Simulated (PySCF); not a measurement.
Vertical excitations of a molecule C3H6OSi2 from TDDFT-PBE/def2-SVPD (PySCF), as energy in eV (oscillator strength): 2.91 (0.001), 3.59 (0.015), 4.41 (0.003), 4.56 (0.098), 4.69 (0.004), 4.75 (0.005), 4.98 (0.005), 5.02 (0.005), 5.57 (0.033), 5.60 (0.059). Lowest triplet (TDA): 2.29 eV. Geometry optimised at PBE0-D3(BJ)/def2-SVP. One conformer was computed; it need not be the lowest.

Q: Pick the molecule that these values belong to.
(A) C#C[Si@H]([SiH3])C=O
(B) C#C[SiH2][SiH2]C=O
(C) O=C[Si@H]1C=C[SiH2]1
(D) C#C[SiH2]C(=O)[SiH3]

A: C, O=C[Si@H]1C=C[SiH2]1
